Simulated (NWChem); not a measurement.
Everything below was run with NWChem. System: H₃ClSi, charge 0, spin multiplicity 1, at a geometry optimised with B3LYP/def2-SVP. The structure started from a generated list of species. Level: RHF/cc-pVDZ.

The NWChem input:

```
start mol
memory heap 200 mb stack 900 mb global 1100 mb
geometry units angstroms nocenter noautoz
  Si     0.996521     0.027906     0.000000
  Cl    -1.081792    -0.030294     0.000000
  H      1.460043     0.744376     1.217998
  H      1.460043     0.744376    -1.217998
  H      1.519090    -1.364432     0.000000
  symmetry group Cs
end
basis spherical
  * library cc-pvdz
end
scf
  rhf
  nopen 0
  maxiter 100
  thresh 1e-7
  semidirect memsize 60000000 filesize 0
end
task scf energy
```

NWChem printed:

```
             Northwest Computational Chemistry Package (NWChem) 7.3.0
             --------------------------------------------------------

                                NWChem Input Module
                                -------------------

 Scaling coordinates for geometry "geometry" by  1.889725989
 (inverse scale =  0.529177249)

 Turning off AUTOSYM since
 SYMMETRY directive was detected!

                             Geometry "geometry" -> ""
                             -------------------------

 Output coordinates in angstroms (scale by  1.889725989 to convert to a.u.)

  No.       Tag          Charge          X              Y              Z
 ---- ---------------- ---------- -------------- -------------- --------------
    1 Si                  14.0000     0.99652100     0.02790600     0.00000000
    2 Cl                  17.0000    -1.08179200    -0.03029400     0.00000000
    3 H                    1.0000     1.46004300     0.74437600     1.21799800
    4 H                    1.0000     1.46004300     0.74437600    -1.21799800
    5 H                    1.0000     1.51909000    -1.36443200     0.00000000

 Effective nuclear repulsion energy (a.u.)      85.4045721171

            Nuclear Dipole moment (a.u.)
            ----------------------------
        X                 Y               Z
 ---------------- ---------------- ----------------
     0.0000113384     0.0000113384     0.0000000000

      Symmetry information
      --------------------

 Group name             Cs
 Group number              2
 Group order               2
 No. of unique centers     4

      Symmetry unique atoms

     1    2    3    5


 Summary of "ao basis" -> "" (spherical)
 ------------------------------------------------------------------------------
       Tag                 Description            Shells   Functions and Types
 ---------------- ------------------------------  ------  ---------------------
 *                          cc-pvdz                   on all atoms

 Summary of "ao basis" -> "ao basis" (spherical)
 ------------------------------------------------------------------------------
       Tag                 Description            Shells   Functions and Types
 ---------------- ------------------------------  ------  ---------------------
 Si                         cc-pvdz                  8       18   4s3p1d
 Cl                         cc-pvdz                  8       18   4s3p1d
 H                          cc-pvdz                  3        5   2s1p

                                 NWChem SCF Module
                                 -----------------

  ao basis        = "ao basis"
  functions       =    51
  atoms           =     5
  closed shells   =    17
  open shells     =     0
  charge          =   0.00
  wavefunction    = RHF
  use symmetry    = T
  symmetry adapt  = T

 Summary of "ao basis" -> "ao basis" (spherical)
 ------------------------------------------------------------------------------
       Tag                 Description            Shells   Functions and Types
 ---------------- ------------------------------  ------  ---------------------
 Si                         cc-pvdz                  8       18   4s3p1d
 Cl                         cc-pvdz                  8       18   4s3p1d
 H                          cc-pvdz                  3        5   2s1p

      Symmetry analysis of basis
      --------------------------

        a'         35
        a"         16

 Forming initial guess at       0.0s

      Superposition of Atomic Density Guess
[...]
              iter       energy          gnorm     gmax       time
             ----- ------------------- --------- --------- --------
                 1     -750.1957893855  4.86D-01  1.91D-01      0.6
                 2     -750.2192865587  1.66D-01  5.79D-02      0.6
                 3     -750.2220172213  4.55D-03  1.19D-03      0.6
                 4     -750.2220198972  1.96D-05  5.93D-06      0.6
                 5     -750.2220198972  1.65D-09  4.06D-10      0.7

       Final RHF  results
       ------------------

         Total SCF energy =   -750.222019897237
      One-electron energy =  -1208.015022249163
      Two-electron energy =    372.388430234810
 Nuclear repulsion energy =     85.404572117116

        Time for solution =      0.0s

       Symmetry analysis of molecular orbitals - final
       -----------------------------------------------

  Numbering of irreducible representations:

     1 a'          2 a"

  Orbital symmetries:

     1 a'          2 a'          3 a'          4 a'          5 a"
     6 a'          7 a'          8 a'          9 a'         10 a"
    11 a'         12 a'         13 a'         14 a"         15 a'
    16 a'         17 a"         18 a'         19 a"         20 a'
    21 a'         22 a'         23 a"         24 a'         25 a'
    26 a'         27 a"

             Final eigenvalues
             -----------------

              1
    1 -104.8239
    2  -68.8362
    3  -10.5524
    4   -8.0195
    5   -8.0169
    6   -8.0169
    7   -6.1814
    8   -4.2884
    9   -4.2868
   10   -4.2868
   11   -1.0953
   12   -0.7339
   13   -0.5276
   14   -0.5276
   15   -0.5259
   16   -0.4498
   17   -0.4498
   18    0.1262
   19    0.1762
   20    0.1762
   21    0.1946
   22    0.3978
   23    0.3978
   24    0.4219
   25    0.4602
   26    0.4802
   27    0.4802

                       ROHF Final Molecular Orbital Analysis
                       -------------------------------------

 Vector   15  Occ=2.000000D+00  E=-5.258729D-01  Symmetry=a'
              MO Center= -4.3D-01, -1.2D-02,  1.3D-13, r^2= 2.5D+00
   Bfn.  Coefficient  Atom+Function         Bfn.  Coefficient  Atom+Function
  ----- ------------  ---------------      ----- ------------  ---------------
    26      0.492657  2 Cl px                29      0.351034  2 Cl px
     8     -0.270259  1 Si px

 Vector   16  Occ=2.000000D+00  E=-4.498373D-01  Symmetry=a'
              MO Center= -3.0D-01, -1.7D-01, -2.1D-10, r^2= 2.9D+00
   Bfn.  Coefficient  Atom+Function         Bfn.  Coefficient  Atom+Function
  ----- ------------  ---------------      ----- ------------  ---------------
    27      0.510607  2 Cl py                30      0.433635  2 Cl py
    47      0.217427  5 H  s                 48      0.167480  5 H  s
     9     -0.157511  1 Si py

 Vector   17  Occ=2.000000D+00  E=-4.498370D-01  Symmetry=a"
              MO Center= -3.1D-01,  1.5D-01,  1.8D-10, r^2= 2.9D+00
   Bfn.  Coefficient  Atom+Function         Bfn.  Coefficient  Atom+Function
  ----- ------------  ---------------      ----- ------------  ---------------
    28      0.510805  2 Cl pz                31      0.433803  2 Cl pz
    37     -0.188300  3 H  s                 42      0.188300  4 H  s
    10     -0.157575  1 Si pz

 Vector   18  Occ=0.000000D+00  E= 1.261899D-01  Symmetry=a'
              MO Center=  1.1D+00,  3.0D-02,  2.6D-13, r^2= 4.3D+00
   Bfn.  Coefficient  Atom+Function         Bfn.  Coefficient  Atom+Function
  ----- ------------  ---------------      ----- ------------  ---------------
    11      1.290648  1 Si px                22      0.791534  2 Cl s
    29      0.542553  2 Cl px                38     -0.220037  3 H  s
    43     -0.220037  4 H  s                 48     -0.220045  5 H  s
     8      0.204769  1 Si px                26      0.186778  2 Cl px

 Vector   19  Occ=0.000000D+00  E= 1.761691D-01  Symmetry=a"
              MO Center=  9.4D-01, -2.7D-01, -4.9D-10, r^2= 4.1D+00
   Bfn.  Coefficient  Atom+Function         Bfn.  Coefficient  Atom+Function
  ----- ------------  ---------------      ----- ------------  ---------------
    13      1.772915  1 Si pz                38     -1.247734  3 H  s
    43      1.247734  4 H  s                 31     -0.339858  2 Cl pz
    10      0.190656  1 Si pz

 Vector   20  Occ=0.000000D+00  E= 1.761699D-01  Symmetry=a'
              MO Center=  9.2D-01,  3.3D-01,  4.9D-10, r^2= 4.1D+00
   Bfn.  Coefficient  Atom+Function         Bfn.  Coefficient  Atom+Function
  ----- ------------  ---------------      ----- ------------  ---------------
    12      1.772236  1 Si py                48      1.440757  5 H  s
    38     -0.720401  3 H  s                 43     -0.720401  4 H  s
    30     -0.339726  2 Cl py                 9      0.190580  1 Si py

 center of mass
 --------------
 x =  -0.15684907 y =  -0.00439220 z =   0.00000000

 moments of inertia (a.u.)
 ------------------
          21.558096808750          -7.188591116313           0.000000000000
          -7.188591116313         278.057443133818           0.000000000000
           0.000000000000           0.000000000000         278.258751755036

  Mulliken analysis of the total density
  --------------------------------------

    Atom       Charge   Shell Charges
 -----------   ------   -------------------------------------------------------
    1 Si  14    13.40   2.00  2.01  0.75  0.33  6.00  1.41  0.58  0.32
    2 Cl  17    17.31   2.00  2.01  0.92  1.00  6.00  3.05  2.31  0.02
    3 H    1     1.10   0.73  0.36  0.01
    4 H    1     1.10   0.73  0.36  0.01
    5 H    1     1.10   0.73  0.36  0.01

       Multipole analysis of the density wrt the origin
       ------------------------------------------------

     L   x y z        total         open         nuclear
     -   - - -        -----         ----         -------
     0   0 0 0     -0.000000      0.000000     34.000000

     1   1 0 0      0.674545      0.000000      0.000011
     1   0 1 0      0.018885      0.000000      0.000011
     1   0 0 1      0.000000      0.000000      0.000000

     2   2 0 0    -20.609769      0.000000    144.158509
     2   1 1 0      0.010878      0.000000      3.740306
     2   1 0 1     -0.000000      0.000000      0.000000
     2   0 2 0    -20.998404      0.000000     10.700229
     2   0 1 1      0.000000      0.000000      0.000000
     2   0 0 2    -20.998716      0.000000     10.595484

 Task  times  cpu:        0.6s     wall:        0.6s

 Total times  cpu:        0.7s     wall:        0.7s
```
